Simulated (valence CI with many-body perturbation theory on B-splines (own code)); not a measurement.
# Au74+: calculated level list

Computed by valence CI with perturbative core correlation (CI+MBPT): three valence electrons over a frozen Dirac-Fock core [He], radial functions for each j: 11 s, 11 p, 10 d, 8 f, 5 g, 2 h, with the one-electron correlation potential Σ1 (screened to all orders), the two-electron term Σ2, the three-electron term Σ3, Breit, model QED; selected single and double excitations, second order for the rest, scaled by the run's own slope (own B-spline code, finite nucleus).

No measured spectrum was set against this ion. As an estimate, large intervals hold to a few tenths of a per cent, small ones and those within an open d or f shell to about a per cent.

Levels 1 to 45 of 165, with energies above the lowest level, (2s^2 2p1/2) J=1/2. "Leading %" is the weight of the configuration and term that name the level; weights of strongly mixed levels are sums over their largest components and can fall short. In the jj column 3d3/2^4 stands for four electrons in 3d with j = 3/2. Lifetimes count E1, E2, E3, M1 and M2 decay at the calculated energies, and are blank where another channel may lead or the interval is too uncertain; long ones can be off by a factor of two.

```tsv
No.	Configuration	Term	J	E (eV)	Leading %	Leading jj	Lifetime	Second component
1	2s²2p	²P°	1/2	0	100	2s^2 2p1/2 (100 %)		
2	2s2p²	⁴P	1/2	305	48	2s 2p1/2^2 (100 %)	32.8 ps	32 % 2s2p² ²S
3	2s²2p	²P°	3/2	1977	99	2s^2 2p3/2 (99 %)	8.59 ps	
4	2s2p²	⁴P	3/2	2193	89	2s 2p1/2 2p3/2 (100 %)	4.04 ps	7 % 2s2p² ²D
5	2s2p²	²D	5/2	2235	64	2s 2p1/2 2p3/2 (100 %)	94.8 ps	36 % 2s2p² ⁴P
6	2s2p²	²P	1/2	2316	68	2s 2p1/2 2p3/2 (100 %)	40.9 fs	32 % 2s2p² ⁴P
7	2s2p²	²D	3/2	2317	61	2s 2p1/2 2p3/2 (100 %)	44.3 fs	38 % 2s2p² ²P
8	2p³	²P°	3/2	2632	49	2p1/2^2 2p3/2 (99 %)	58.7 fs	27 % 2p³ ²D°
9	2s2p²	⁴P	5/2	4188	64	2s 2p3/2^2 (100 %)	189 fs	36 % 2s2p² ²D
10	2s2p²	²S	1/2	4308	68	2s 2p3/2^2 (100 %)	52.3 fs	20 % 2s2p² ⁴P
11	2s2p²	²P	3/2	4308	58	2s 2p3/2^2 (100 %)	27.9 fs	32 % 2s2p² ²D
12	2p³	⁴S°	3/2	4554	56	2p1/2 2p3/2^2 (100 %)	28.8 fs	44 % 2p³ ²D°
13	2p³	²D°	5/2	4577	100	2p1/2 2p3/2^2 (100 %)	30.1 fs	
14	2p³	²P°	1/2	4641	100	2p1/2 2p3/2^2 (100 %)	27.1 fs	
15	2p³	²P°	3/2	6578	51	2p3/2^3 (100 %)	19.2 fs	28 % 2p³ ²D°
16	2s²3s	²S	1/2	12407	98	2s^2 3s (98 %)	2.43 fs	
17	2s²3p	²P°	1/2	12507	96	2s^2 3p1/2 (96 %)	64.0 fs	
18	2s2p3s	⁴P°	1/2	12611	85	2s 2p1/2 3s (99 %)	2.71 fs	14 % 2s2p3s ²P°
19	2s2p3s	⁴P°	3/2	12641	58	2s 2p1/2 3s (100 %)	2.44 fs	42 % 2s2p3s ²P°
20	2s2p3s	²P°	1/2	12676	95	2s 2p1/2 3s (99 %)	3.07 fs	4 % 2s2p3s ⁴P°
21	2s2p3p	⁴D	1/2	12695	72	2s 2p1/2 3p1/2 (100 %)	3.62 fs	22 % 2s2p3p ²P
22	2s2p3p	⁴D	3/2	12725	39	2s 2p1/2 3p1/2 (100 %)	1.46 fs	35 % 2s2p3p ²D
23	2s2p3p	⁴P	1/2	12777	45	2s 2p1/2 3p1/2 (99 %)	2.71 fs	31 % 2s2p3p ²S
24	2p²3s	⁴P	1/2	12974	45	2p1/2^2 3s (98 %)	3.07 fs	31 % 2p²3s ²S
25	2p²3p	²P°	1/2	13052	46	2p1/2^2 3p1/2 (98 %)	870 as	37 % 2p²3p ⁴D°
26	2s²3p	²P°	3/2	13090	98	2s^2 3p3/2 (98 %)	50.7 fs	
27	2s²3d	²D	3/2	13153	98	2s^2 3d3/2 (98 %)	416 as	
28	2s2p3p	⁴P	3/2	13293	31	2s 2p1/2 3p3/2 (100 %)	4.38 fs	27 % 2s2p3p ⁴D
29	2s²3d	²D	5/2	13303	82	2s^2 3d5/2 (82 %)	567 as	7 % 2s2p3p ⁴D
30	2s2p3p	⁴D	5/2	13331	35	2s 2p1/2 3p3/2 (83 %)	2.66 fs	25 % 2s2p3p ²D
31	2s2p3p	²D	3/2	13331	42	2s 2p1/2 3p3/2 (100 %)	1.98 fs	25 % 2s2p3p ²P
32	2s2p3p	²P	1/2	13336	45	2s 2p1/2 3p3/2 (99 %)	1.25 fs	20 % 2s2p3p ²S
33	2s2p3d	⁴F°	3/2	13343	69	2s 2p1/2 3d3/2 (100 %)	1.62 fs	14 % 2s2p3d ²D°
34	2s2p3d	⁴F°	5/2	13377	39	2s 2p1/2 3d3/2 (99 %)	2.58 fs	35 % 2s2p3d ²F°
35	2s2p3d	²P°	3/2	13395	30	2s 2p1/2 3d3/2 (99 %)	353 as	23 % 2s2p3d ²D°
36	2s2p3d	⁴D°	1/2	13399	53	2s 2p1/2 3d3/2 (99 %)	349 as	41 % 2s2p3d ²P°
37	2s2p3d	⁴P°	5/2	13507	33	2s 2p1/2 3d5/2 (100 %)	474 as	30 % 2s2p3d ⁴D°
38	2s2p3d	²F°	7/2	13539	41	2s 2p1/2 3d5/2 (100 %)	483 as	36 % 2s2p3d ⁴F°
39	2s2p3d	²F°	5/2	13551	46	2s 2p1/2 3d5/2 (100 %)	484 as	26 % 2s2p3d ²D°
40	2s2p3d	²P°	3/2	13552	38	2s 2p1/2 3d5/2 (96 %)	492 as	31 % 2s2p3d ²D°
41	2p²3p	²P°	3/2	13654	34	2p1/2^2 3p3/2 (95 %)	1.74 fs	19 % 2p²3p ⁴D°
42	2p²3d	²D	3/2	13699	43	2p1/2^2 3d3/2 (98 %)	2.55 fs	32 % 2p²3d ⁴F
43	2p²3d	²D	5/2	13865	37	2p1/2^2 3d5/2 (98 %)	490 as	18 % 2p²3d ⁴D
44	2s2p3s	⁴P°	5/2	14595	100	2s 2p3/2 3s (100 %)	3.59 fs	
45	2s2p3s	²P°	3/2	14625	75	2s 2p3/2 3s (100 %)	2.12 fs	24 % 2s2p3s ⁴P°
```

The ionisation energy to 2s² ¹S0 of the next ion comes out as 21918 eV (NIST: 21920 ± 90 eV (theoretical)). All 165 levels together are meant to be complete up to 18327 eV.
